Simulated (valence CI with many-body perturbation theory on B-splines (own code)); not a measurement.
Er XIX: M1 decay

Calculated by configuration interaction combined with many-body perturbation theory (CI+MBPT): four valence electrons over a frozen Dirac-Fock core [Kr] 4d10, radial functions for each j: 7 s, 7 p, 7 d, 7 f, 4 g, 2 h, with the one-electron correlation potential Σ1, the two-electron term Σ2, the three-electron term Σ3, Breit, model QED; selected CI, second order for the rest, scaled by the run's own slope (own B-spline code, finite nucleus).

No measured spectrum was set against this ion. As an estimate, terms of the open shell hold to a few per cent of their energy, and close levels can change places.

Lines 1 to 50 of 120 in falling wavelength, among levels below 66.135 eV, chosen from the decays that carry over 1 % of a level's rate. Wavelengths and rates use the calculated energies, so an error of 2000 cm⁻¹ moves a line at 51790 Å by 100 % and its rate by three times that or more. Weak lines are less certain than strong ones. Lines between different terms over intervals too small for the method are left out, as are lines whose strength nearly cancels. Where a level lies close to another of its J and parity, the split of strength between their lines is uncertain. Intervals below about 2000 cm⁻¹, as at the head of this list, are uncertain by tens of per cent.

Names give the largest LS component (configuration and term), which can be under half, so a name can repeat, a term be missing and a line seem to break the LS rules; names also repeat where a configuration has a term twice. Letters in brackets count levels of one name in rising energy.

| λ vac (Å) | Upper | Lower | Type | A (s⁻¹) | Branch % |
| --- | --- | --- | --- | --- | --- |
| 1.071e+06 | 4f⁴ ⁵F_2 | 4f⁴ ⁵F_1 | M1 | 3.99e-05 | 1.3 |
| 60230 | 4f⁴ ⁵G_3 | 4f⁴ ⁵G_2 | M1 | 1.55e-01 | 1.1 |
| 51790 | 4f⁴ ⁵S_2 | 4f⁴ ⁵F_3 | M1 | 4.00e-02 | 2.3 |
| 28470 | 4f⁴ ⁵G_2 | 4f⁴ ⁵S_2 | M1 | 1.02e-01 | 1.6 |
| 26340 | 4f⁴ ³P_1 [a] | 4f⁴ ³D_2 [a] | M1 | 1.29e+00 | 1.6 |
| 25950 | 4f⁴ ³K_8 [a] | 4f⁴ ³K_7 [a] | M1 | 9.15e-01 | 1.4 |
| 24540 | 4f⁴ ⁵F_3 | 4f⁴ ⁵F_2 | M1 | 3.31e+00 | 84.5 |
| 22960 | 4f⁴ ³P_0 [a] | 4f⁴ ³P_1 [a] | M1 | 2.45e+00 | 22.9 |
| 19020 | 4f⁴ ³H_6 [a] | 4f⁴ ⁵G_6 | M1 | 1.18e+00 | 3.1 |
| 18670 | 4f⁴ ⁵I_8 | 4f⁴ ⁵I_7 | M1 | 5.74e+00 | 100.0 |
| 18370 | 4f⁴ ⁵G_2 | 4f⁴ ⁵F_3 | M1 | 7.48e-01 | 11.6 |
| 17580 | 4f⁴ ⁵I_7 | 4f⁴ ⁵I_6 | M1 | 1.17e+01 | 100.0 |
| 16650 | 4f⁴ ⁵I_6 | 4f⁴ ⁵I_5 | M1 | 1.59e+01 | 100.0 |
| 16650 | 4f⁴ ⁵S_2 | 4f⁴ ⁵F_2 | M1 | 9.83e-01 | 57.4 |
| 16400 | 4f⁴ ⁵S_2 | 4f⁴ ⁵F_1 | M1 | 6.89e-01 | 40.2 |
| 16360 | 4f⁴ ⁵I_5 | 4f⁴ ⁵I_4 | M1 | 1.34e+01 | 100.0 |
| 16010 | 4f⁴ ³H_6 [a] | 4f⁴ ⁵G_5 | M1 | 6.25e+00 | 16.2 |
| 15410 | 4f⁴ ⁵G_5 | 4f⁴ ⁵G_4 | M1 | 1.23e+01 | 17.5 |
| 15130 | 4f⁴ ⁵G_3 | 4f⁴ ⁵F_4 [a] | M1 | 2.58e+00 | 17.6 |
| 14610 | 4f⁴ ⁵F_4 [b] | 4f⁴ ⁵F_4 [a] | M1 | 6.57e+00 | 8.4 |
| 14550 | 4f⁴ ⁵F_5 | 4f⁴ ⁵F_4 [a] | M1 | 7.78e+00 | 34.4 |
| 14110 | 4f⁴ ⁵G_5 | 4f⁴ ³H_5 [a] | M1 | 2.49e+00 | 3.5 |
| 14080 | 4f⁴ ⁵G_3 | 4f⁴ ⁵F_3 | M1 | 5.62e-01 | 3.8 |
| 13970 | 4f⁴ ¹D_2 [a] | 4f⁴ ³D_2 [a] | M1 | 1.00e+00 | 1.3 |
| 13630 | 4f⁴ ⁵F_4 [b] | 4f⁴ ⁵F_3 | M1 | 1.01e+01 | 12.9 |
| 13320 | 4f⁴ ³H_5 [a] | 4f⁴ ⁵F_5 | M1 | 4.53e+00 | 5.7 |
| 13270 | 4f⁴ ³H_5 [a] | 4f⁴ ⁵F_4 [b] | M1 | 1.18e+01 | 14.8 |
| 12380 | 4f⁴ ⁵G_6 | 4f⁴ ³H_5 [a] | M1 | 9.14e+00 | 17.3 |
| 12290 | 4f⁴ ⁵G_4 | 4f⁴ ⁵F_4 [b] | M1 | 2.92e+00 | 3.2 |
| 11950 | 4f⁴ ⁵G_4 | 4f⁴ ⁵G_3 | M1 | 2.26e+01 | 24.5 |
| 11770 | 4f⁴ ³D_3 [a] | 4f⁴ ³D_2 [a] | M1 | 7.31e+00 | 15.7 |
| 11000 | 4f⁴ ³F_4 [a] | 4f⁴ ³G_3 [a] | M1 | 6.23e+00 | 5.1 |
| 10510 | 4f⁴ ⁵G_2 | 4f⁴ ⁵F_2 | M1 | 2.46e+00 | 38.1 |
| 10400 | 4f⁴ ⁵G_2 | 4f⁴ ⁵F_1 | M1 | 2.91e+00 | 45.1 |
| 9920 | 4f⁴ ³G_3 [a] | 4f⁴ ⁵F_4 [b] | M1 | 6.91e-01 | 1.1 |
| 9695 | 4f⁴ ³G_3 [a] | 4f⁴ ⁵G_3 | M1 | 1.47e+00 | 2.4 |
| 9408 | 4f⁴ ³D_2 [a] | 4f⁴ ⁵G_3 | M1 | 3.02e+00 | 3.2 |
| 9295 | 4f⁴ ³D_3 [a] | 4f⁴ ⁵G_4 | M1 | 1.86e+00 | 4.0 |
| 9062 | 4f⁴ ³F_4 [a] | 4f⁴ ⁵G_4 | M1 | 2.27e+00 | 1.9 |
| 8945 | 4f⁴ ⁵G_3 | 4f⁴ ⁵F_2 | M1 | 6.87e+00 | 46.8 |
| 8595 | 4f⁴ ³F_4 [a] | 4f⁴ ³H_5 [a] | M1 | 4.34e+00 | 3.5 |
| 8351 | 4f⁴ ³G_3 [a] | 4f⁴ ⁵G_2 | M1 | 3.47e+01 | 55.7 |
| 8137 | 4f⁴ ³D_2 [a] | 4f⁴ ⁵G_2 | M1 | 6.29e+00 | 6.6 |
| 7982 | 4f⁴ ³L_8 | 4f⁴ ³K_8 [a] | M1 | 1.14e+01 | 22.7 |
| 7606 | 4f⁴ ³K_8 [b] | 4f⁴ ³K_8 [a] | M1 | 2.60e+01 | 36.9 |
| 7499 | 4f⁴ ³H_6 [a] | 4f⁴ ³H_5 [a] | M1 | 8.24e-01 | 2.1 |
| 7376 | 4f⁴ ³L_9 | 4f⁴ ³K_8 [a] | M1 | 2.74e+01 | 78.3 |
| 6997 | 4f⁴ ³L_7 | 4f⁴ ³K_7 [a] | M1 | 2.38e+01 | 22.2 |
| 6954 | 4f⁴ ³H_5 [a] | 4f⁴ ⁵F_4 [a] | M1 | 4.99e+00 | 6.2 |
| 6852 | 4f⁴ ⁵G_5 | 4f⁴ ⁵F_5 | M1 | 5.87e+00 | 8.3 |
